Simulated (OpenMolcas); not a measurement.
Tb III: the spin-orbit constant, worked from levels

```yaml
Program: OpenMolcas
Basis: ANO-RCC-VTZP [8s7p5d3f2g1h]
Scalar_Hamiltonian: DKH2, point nucleus
Active_space: 9 electrons in 7 orbitals (4f)
State_averaging: 2S+1 = 6 odd, 21 roots; 2S+1 = 4 odd, 224 roots (208 in the spin-orbit step); 2S+1 = 2 odd, 490 roots (385 in the spin-orbit step)
Spin-orbit_coupling: RASSI with atomic mean-field integrals over the reference wave functions, term energies averaged over their components
```

Methods: CASSCF; SS-CASPT2, IPEA 0.25 Eh, imaginary shift 0.1 Eh (closed shells correlated: 5s 5p). Measured levels: Martin, Zalubas and Hagan, Atomic Energy Levels: The Rare-Earth Elements, NSRDS-NBS 60 (1978).

**The spin-orbit constant.** For the Hund term 6H* of f9, E(J) = (A/2) J(J+1) + constant and ζ = -2S·A = -5A. From J = 5/2 to J = 15/2 the energy changes by 27.5 A.

```tsv
Source	E(15/2) - E(5/2)	A	ζ
CASSCF	-8834.9	-321.3	1606
SS-CASPT2	-8739.8	-317.8	1589
measured	-8285.9	-301.3	1507
```

All in cm-1. SS-CASPT2 is off by +5.5 % and CASSCF by +6.6 %. Both methods take the spin-orbit matrix elements from the reference wave functions, so the second can move ζ only through the term energies and any multistate remixing. Second-order mixing with other terms is absorbed into this ζ.

CASPT2 breaks the degeneracy within a term, and the mean is taken; among the terms shown or strongly mixed into the levels shown the widest spread is 140 cm-1 (4f9 6H*, SS-CASPT2). High states are left out of the spin-orbit mixing, which shifts the levels that they would mix with. Without dynamic correlation excited terms often stand tens of per cent too high (terms of higher spin than the ground term too low), and those without a measured partner can miss by more than the paired ones (holds for CASSCF). Measured partners are found by configuration, term and J. A level has none where our copy of the source lacks it or the pairing is in doubt (some pairs that miss far off the trend of their configuration count as doubtful), and it then counts in no deviation. Levels of configurations outside the active space are missing.

* marks odd parity.
